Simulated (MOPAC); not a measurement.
Job for MOPAC: AM1 on CH4O2 (a complex), monomers drawn apart or pushed together.

```
AM1 1SCF PRECISE CHARGE=0 THREADS=1
CH4O2

H      0.01501223 1     0.41293252 1    -0.44022360 1
H     -0.07755115 1    -0.19628376 1    -0.01959170 1
O     -0.07991239 1    -1.27537478 1     4.45389286 1
C      0.12892047 1    -0.26902660 1     5.06902315 1
O      0.32503851 1     0.94292973 1     4.52661982 1
H      0.18890655 1    -0.19946247 1     6.16265702 1
H      0.26624794 1     0.84901360 1     3.56042343 1
```

Program output:

```
*******************************************************************************
 **                                                                           **
 **                              MOPAC v23.2.5                                **
 **                                                                           **
 *******************************************************************************
 ** MOPAC's Digital Object Identifier: https://doi.org/10.5281/zenodo.6511958 **
 **                                                                           **
 ** Please cite the open-source release paper for use of this MOPAC version:  **
 ** J. E. Moussa and J. J. P. Stewart (2026)                                  **
 ** MOPAC: An open-source semiempirical molecular orbital program             **
 ** J. Open Source Softw., 11(119), 8025, https://doi.org/10.21105/joss.08025 **
 *******************************************************************************

                              AM1 CALCULATION RESULTS

 *******************************************************************************
 *  AM1        - The AM1 Hamiltonian to be used
 *
 *
 *
 *                 CHARGE ON SYSTEM = 0
 *
 *
 *
 *  PRECISE    - TIGHTER CRITERIA TO BE USED
 *  1SCF       - DO 1 SCF AND THEN STOP
 *  THREADS=1  - MULTI-THREADING NOT USED
 *  T=         - A TIME OF 172800.0 SECONDS REQUESTED
 *  DUMP=N     - RESTART FILE WRITTEN EVERY 7200.0 SECONDS REQUESTED
 *******************************************************************************
AM1 1SCF PRECISE CHARGE=0 THREADS=1
 CH4O2

   ATOM   CHEMICAL          X               Y               Z
  NUMBER   SYMBOL      (ANGSTROMS)     (ANGSTROMS)     (ANGSTROMS)

     1       H          0.01501223  *   0.41293252  *  -0.44022360  *
     2       H         -0.07755115  *  -0.19628376  *  -0.01959170  *
     3       O         -0.07991239  *  -1.27537478  *   4.45389286  *
     4       C          0.12892047  *  -0.26902660  *   5.06902315  *
     5       O          0.32503851  *   0.94292973  *   4.52661982  *
     6       H          0.18890655  *  -0.19946247  *   6.16265702  *
     7       H          0.26624794  *   0.84901360  *   3.56042343  *



          CARTESIAN COORDINATES

    NO.       ATOM           X           Y           Z

     1         H          0.0150      0.4129     -0.4402
     2         H         -0.0776     -0.1963     -0.0196
     3         O         -0.0799     -1.2754      4.4539
     4         C          0.1289     -0.2690      5.0690
     5         O          0.3250      0.9429      4.5266
     6         H          0.1889     -0.1995      6.1627
     7         H          0.2662      0.8490      3.5604

  H: (AM1): M.J.S. DEWAR ET AL, J. AM. CHEM. SOC. 107 3902-3909 (1985)
  C: (AM1): M.J.S. DEWAR ET AL, J. AM. CHEM. SOC. 107 3902-3909 (1985)
  O: (AM1): M.J.S. DEWAR ET AL, J. AM. CHEM. SOC. 107 3902-3909 (1985)

           Empirical Formula: C H4 O2  =     7 atoms



      MOLECULAR POINT GROUP   :   Cs


      RHF CALCULATION, NO. OF DOUBLY OCCUPIED LEVELS = 10


 -------------------------------------------------------------------------------
 AM1 1SCF PRECISE CHARGE=0 THREADS=1
 CH4O2



     1SCF WAS SPECIFIED, SO BFGS WAS NOT USED
     SCF FIELD WAS ACHIEVED


                              AM1 CALCULATION
                                                       MOPAC v23.2.5 Linux




          FINAL HEAT OF FORMATION =        -97.44112 KCAL/MOL =    -407.69363 KJ/MOL


          COSMO AREA              =        101.21 SQUARE ANGSTROMS
          COSMO VOLUME            =         70.19 CUBIC ANGSTROMS

          IONIZATION POTENTIAL    =         11.781464 EV
          HOMO LUMO ENERGIES (EV) =        -11.781  1.129
          NO. OF FILLED LEVELS    =         10
          MOLECULAR WEIGHT        =         48.0414         POINT GROUP:  Cs

          MOLECULAR DIMENSIONS (Angstroms)

            Atom       Atom       Distance
            H     6    H     1     6.63350
            O     5    O     3     2.25285
            H     1    H     2     0.00035


          SCF CALCULATIONS        =          1





   ATOM   CHEMICAL          X               Y               Z
  NUMBER   SYMBOL      (ANGSTROMS)     (ANGSTROMS)     (ANGSTROMS)

     1       H          0.01501223  *   0.41293252  *  -0.44022360  *
     2       H         -0.07755115  *  -0.19628376  *  -0.01959170  *
     3       O         -0.07991239  *  -1.27537478  *   4.45389286  *
     4       C          0.12892047  *  -0.26902660  *   5.06902315  *
     5       O          0.32503851  *   0.94292973  *   4.52661982  *
     6       H          0.18890655  *  -0.19946247  *   6.16265702  *
     7       H          0.26624794  *   0.84901360  *   3.56042343  *

                             CARTESIAN COORDINATES

   1    H        0.015012230     0.412932520    -0.440223600
   2    H       -0.077551150    -0.196283760    -0.019591700
   3    O       -0.079912390    -1.275374780     4.453892860
   4    C        0.128920470    -0.269026600     5.069023150
   5    O        0.325038510     0.942929730     4.526619820
   6    H        0.188906550    -0.199462470     6.162657020
   7    H        0.266247940     0.849013600     3.560423430


           Empirical Formula: C H4 O2  =     7 atoms



      MOLECULAR POINT GROUP   :   Cs


                  EIGENVALUES
 -41.13514 -37.51300 -24.85487 -19.08389 -18.39195 -16.58722 -14.79121 -14.55040
 -12.79386 -11.78146   1.12918   2.44059   4.01523   4.49246   4.76523   6.55421


              NET ATOMIC CHARGES AND DIPOLE CONTRIBUTIONS

  ATOM NO.   TYPE          CHARGE      No. of ELECS.   s-Pop       p-Pop
    1          H          -0.001867        1.0019     1.00187
    2          H           0.001878        0.9981     0.99812
    3          O          -0.339854        6.3399     1.90553     4.43433
    4          C           0.266640        3.7334     1.24701     2.48635
    5          O          -0.305829        6.3058     1.86391     4.44192
    6          H           0.147297        0.8527     0.85270
    7          H           0.231735        0.7683     0.76827
 DIPOLE           X         Y         Z       TOTAL
 POINT-CHG.     0.247     1.151     0.899     1.481
 HYBRID        -0.015     0.012    -0.405     0.405
 SUM            0.232     1.163     0.494     1.284


          ATOMIC ORBITAL ELECTRON POPULATIONS

     Atom    s        px        py        pz
    1  H   1.00187
    2  H   0.99812
    3  O   1.90553   1.41236   1.32532   1.69665
    4  C   1.24701   0.72773   0.81036   0.94826
    5  O   1.86391   1.83969   1.33973   1.26250
    6  H   0.85270
    7  H   0.76827

 **********************
 *                    *
 * JOB ENDED NORMALLY *
 *                    *
 **********************




 == MOPAC DONE ==
```

The run finished.

Cost: around 0.03 core-seconds (rough).
